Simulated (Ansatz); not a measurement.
**Question.** Name a neutral molecule of C, Cl, N, O, Si and H with LUMO energy (B3LYP/def2-TZVPP) between -0.70 and -0.40 eV and size of the dipole moment (B3LYP/def2-TZVPP) between 2.25 and 2.55 D (Ansatz, PBE0-D4/def2-TZVP geometry).

**Answer.** `C=C[Si@@H](N)O[Si@H](N)Cl` (-0.68 eV, 2.34 D). Other molecules can fit too; these were computed, each in one conformer that needn't be the lowest.

B3LYP here is the variant with VWN-RPA as its local correlation; programs differ in this.
